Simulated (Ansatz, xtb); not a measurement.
# Two isomers of C7H9P

Structure X: `CC1=CP=C(C)C=C1`, a singlet. Structure Y: `CC1=CC=CP=C1C`, a singlet. Both are isolated molecules in the gas phase, relaxed with PBE0-D3(BJ)/def2-SVP.

Which of the two would you expect CCSD(T)/def2-SVP + ΔMP2/def2-TZVPP electronic energies to favour?

CCSD(T)/def2-SVP + ΔMP2/def2-TZVPP gives E(Y) − E(X) = −0.005 eV, slightly favouring structure Y, which is too small a margin to settle the true order.

Level by level:

```tsv
level	geometry	E(Y) − E(X) (eV)	departure from the last row (eV)	job, with rough time for the two
GFN2-xTB	GFN2-xTB	+0.021	+0.025	optimisation, 0.14 s
HF/STO-3G	GFN2-xTB	+0.047	+0.052	single point, 0.74 s
r2SCAN-D4/def2-SVP	GFN2-xTB	−0.010	−0.005	single point, 9 s
PBE0-D3(BJ)/def2-SVP	PBE0-D3(BJ)/def2-SVP	−0.008	−0.003	optimisation, 47 s
HF/def2-SVP	PBE0-D3(BJ)/def2-SVP	+0.047	+0.052	part of the CCSD(T) run
MP2/def2-SVP	PBE0-D3(BJ)/def2-SVP	+0.001	+0.006	part of the CCSD(T) run
CCSD(T)/def2-SVP	PBE0-D3(BJ)/def2-SVP	+0.008	+0.013	single point
CCSD(T)/def2-SVP + ΔMP2/def2-TZVPP	PBE0-D3(BJ)/def2-SVP	−0.005		single point, 3.8 min
```

As drawn, both hold the same kinds of bond in the same numbers.

The largest departure from CCSD(T)/def2-SVP + ΔMP2/def2-TZVPP is that of HF/STO-3G, 0.052 eV. The last row adds to CCSD(T) the change of the MP2 difference between the two basis sets, here −0.013 eV.

With thermal terms from frequencies at re-optimised GFN2-xTB minima (ideal gas, soft modes damped towards free rotors, one conformer each, 298.15 K, 1 atm): on the last row, ΔE + ΔZPE = +0.013, ΔH = −0.002, ΔG = +0.055 eV.

The correlated steps freeze 12 core orbitals. Codes used: Ansatz 0.2.0, xtb 6.7.1; the last row on 2 threads of Arm Neoverse V2 on a shared host.
